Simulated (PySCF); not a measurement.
Ti(F)3(Me) (CH3F3Ti), SMILES [CH3][Ti]([F])([F])[F], multiplicity 1.

Coordinates come from a PBE0-D3(BJ)/def2-SVP optimisation. The spin state was assumed, not searched. The structure was generated by enumeration; whether it is a known compound was not checked.

Two levels are set side by side: PBE/def2-TZVP (PySCF) and PBE0/def2-TZVP (PySCF). Same geometry, gas phase. Differences are taken from unrounded values.

| quantity | PBE0 | PBE | PBE minus PBE0 |
|---|---|---|---|
| orbital gap (eV) | 6.48 | 3.86 | -2.62 |
| highest occupied level (eV) | -8.84 | -7.32 | 1.52 |
| lowest empty level (eV) | -2.36 | -3.46 | -1.10 |
| dipole moment (D) | 1.52 | 1.29 | -0.23 |
| mean polarisability (bohr³) | 44.6 | 47.0 | 2.4 |

PBE's occupied levels lie high since its potential decays too fast outside the molecule; exact exchange lowers them and widens the gap. Loosely held outer electrons make PBE densities more polarisable. Differences between two approximate levels are no errors against the true value.

Rough cost on one machine, each run with all the roots and properties that it gave: PBE0 against PBE within a factor of 2.
